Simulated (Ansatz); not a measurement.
**Question.** Name a neutral molecule of C, O, S, Si and H with LUMO energy (B3LYP/def2-TZVPP) between -3.00 and -2.70 eV and LUMO energy (PBE0/def2-TZVPP) between -2.65 and -2.35 eV (Ansatz, PBE0-D4/def2-TZVP geometry).

**Answer.** `CC(=S)[SiH2]O` (-2.82 eV, -2.65 eV). Other molecules can fit too; these were computed, each in one conformer that needn't be the lowest.

B3LYP here is the variant with VWN-RPA as its local correlation; programs differ in this.
